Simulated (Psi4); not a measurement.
CH₂Cl₆Si₂, charge -1, doublet, geometry from GFN2-xTB (a state made from the parent by changing its charge; the spin is typed, not shown lowest) (a gas-phase anion, which may not be bound at this level).

Input for Psi4:
```
memory 2 GB

molecule mol {
-1 2
Cl    3.087990   -0.396772   -1.265694
Si    1.473981    0.293217   -0.194612
Cl    2.179332    0.667664    1.668849
Cl    0.976619    2.069056   -1.021812
C     0.105443   -0.995103   -0.215735
Si   -1.635604   -0.253433    0.203303
Cl   -2.051876    0.257377   -1.987281
Cl   -1.203103   -0.203777    2.439484
Cl   -2.916123   -1.884244    0.276264
H     0.336163   -1.781037    0.505877
H     0.055626   -1.463471   -1.199885
}

set {
  basis sto-3g
  reference uhf
}

energy('mp2')
print_variables()
```

**Question.** Predict the MP2 correlation energy from Psi4 1.11 with MP2/STO-3G.

**Answer.** -0.1386 Eh

**Question.** What is the computed total energy (MP2/STO-3G)?

**Answer.** -3337.6923 Eh

A gas-phase anion may not be bound at this level; its values then depend on the basis.

These values belong to the state on which the SCF converged, which isn't shown to be the lowest.
